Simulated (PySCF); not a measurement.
Species: C3H11B2N.
Geometry (PBE0-D3(BJ)/def2-SVP, Å), atoms numbered from 1 in this order:
```
atom  x, y, z in Å
B1     2.8948    0.2051    0.8768
N2     1.5405   -0.0862    0.5872
B3     1.0345   -0.7244   -0.5865
C4    -0.4905   -1.0443   -0.7899
C5    -1.5068   -0.3950    0.1471
C6    -1.6637    1.1024   -0.0806
H7     3.7468   -0.0992    0.0776
H8     3.1725    0.7550    1.9183
H9     0.8557    0.1880    1.2872
H10    1.8466   -1.0575   -1.4206
H11   -0.5473   -2.1499   -0.7155
H12   -0.7555   -0.8471   -1.8451
H13   -2.4904   -0.8801    0.0294
H14   -1.2236   -0.5842    1.1995
H15   -2.0218    1.3086   -1.1021
H16   -2.3851    1.5491    0.6205
H17   -0.7074    1.6370    0.0390
```

Computed with core-valence-separated Tamm–Dancoff BHandHLYP/aug-pcX-1 (pcseg-1 on H) in PySCF, non-relativistic, gas phase, PBE0-D3(BJ)/def2-SVP geometry. No shift to experiment was applied.

The lowest roots of each edge with f over 0.003 (five at most, numbered afresh; weaker and dark ones are left out), with transition dipoles (au) in the frame of the coordinates:

| root | edge | E (eV) | μx | μy | μz |
| --- | --- | --- | --- | --- | --- |
| 1 | C | 284.88 | 0.0049 | 0.0365 | 0.0262 |
| 2 | C | 285.19 | -0.0078 | 0.0343 | -0.0019 |
| 3 | C | 285.39 | 0.0164 | 0.0211 | -0.0333 |
| 4 | C | 285.49 | -0.0072 | 0.0423 | -0.0461 |
| 5 | C | 285.81 | 0.0287 | 0.0092 | 0.0305 |
| 6 | N | 398.38 | -0.0047 | 0.0430 | -0.0214 |
| 7 | N | 398.93 | -0.0023 | 0.0386 | -0.0222 |
| 8 | N | 399.80 | 0.0279 | -0.0133 | -0.0276 |
| 9 | N | 402.09 | -0.0177 | 0.0050 | 0.0107 |
| 10 | B | 186.39 | 0.0130 | -0.1177 | 0.0588 |
| 11 | B | 186.62 | -0.0129 | 0.1247 | -0.0621 |
| 12 | B | 190.75 | 0.0216 | 0.0196 | 0.0347 |
| 13 | B | 190.83 | -0.0159 | 0.0127 | 0.0281 |
| 14 | B | 191.10 | 0.0283 | -0.0033 | -0.0187 |

Problem. What are the oscillator strengths?

Solution. f = (2/3) ΔE |μ|², with ΔE in hartree (27.2114 eV):

| root | ΔE (Eh) | \|μ\|² (au) | f | core hole on |
| --- | --- | --- | --- | --- |
| 1 | 10.4693 | 0.002043 | 0.014 | C4 |
| 2 | 10.4807 | 0.001241 | 0.009 | C6 |
| 3 | 10.4880 | 0.001823 | 0.013 | C5 |
| 4 | 10.4916 | 0.003966 | 0.028 | C4 |
| 5 | 10.5032 | 0.001839 | 0.013 | C5 |
| 6 | 14.6401 | 0.002329 | 0.023 | N2 |
| 7 | 14.6603 | 0.001988 | 0.019 | N2 |
| 8 | 14.6924 | 0.001717 | 0.017 | N2 |
| 9 | 14.7766 | 0.000453 | 0.004 | N2 |
| 10 | 6.8498 | 0.017480 | 0.080 | B1 |
| 11 | 6.8580 | 0.019573 | 0.089 | B3 |
| 12 | 7.0101 | 0.002055 | 0.010 | B1 |
| 13 | 7.0129 | 0.001204 | 0.006 | B3 |
| 14 | 7.0229 | 0.001161 | 0.005 | B3 |

Problem. Molecules are fixed in this frame and the field points along (1, 1, 0)/√2. What effective strengths 3 f cos²θ do the roots have (θ between field and μ)?

Solution. root 1 (C4): 0.018, root 2 (C6): 0.007, root 3 (C5): 0.015, root 4 (C4): 0.013, root 5 (C5): 0.015, root 6 (N2): 0.021, root 7 (N2): 0.019, root 8 (N2): 0.003, root 9 (N2): 0.002, root 10 (B1): 0.075, root 11 (B3): 0.086, root 12 (B1): 0.012, root 13 (B3): 0.000, root 14 (B3): 0.004. Root 11 is the strongest. Averaged over all orientations cos²θ is 1/3, which gives f back.

One conformer stands for the species.
